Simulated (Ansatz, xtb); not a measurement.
**Relaxing a trial structure of HNOSe**

The starting geometry of this gas-phase singlet has its atoms placed at random.

```xyz
4

N     0.9433    0.1879    1.0613
O    -0.1916   -0.9027   -0.7225
Se   -1.0823   -0.2892    0.8823
H     0.6763   -0.9980    0.3311
```

Q: Guess where an optimisation with r2SCAN-D4/def2-SVP ends from this start.

A: It ends as `N=[Se]=O`. Distances that change by over a tenth: N1–Se3 (2.09 → 1.69 Å), O2–Se3 (1.94 → 1.63 Å). Contacts that close: N1–H4 (1.42 → 1.03 Å).

The energy falls by 5.13 eV over 12 steps:

```tsv
step	E − E(last) (eV)
1	5.134
2	3.336
3	2.072
5	0.972
6	0.647
7	0.136
8	0.070
10	0.003
11	0.000
12	0.000
```

Final geometry (Å):

```xyz
4

N     0.7424   -0.0288    1.1507
O    -0.9967   -1.1909   -0.7439
Se   -0.8335   -0.2747    0.5959
H     1.4334   -0.5075    0.5495
```

From the same start GFN2-xTB reaches the same bonding as this run.

From so rough a start the end depends on the optimiser's path, so another program may land elsewhere. The end wasn't checked by frequencies. Run with Ansatz 0.2.0, 26 s on 1 thread of AMD EPYC (Zen 3) (shared host).
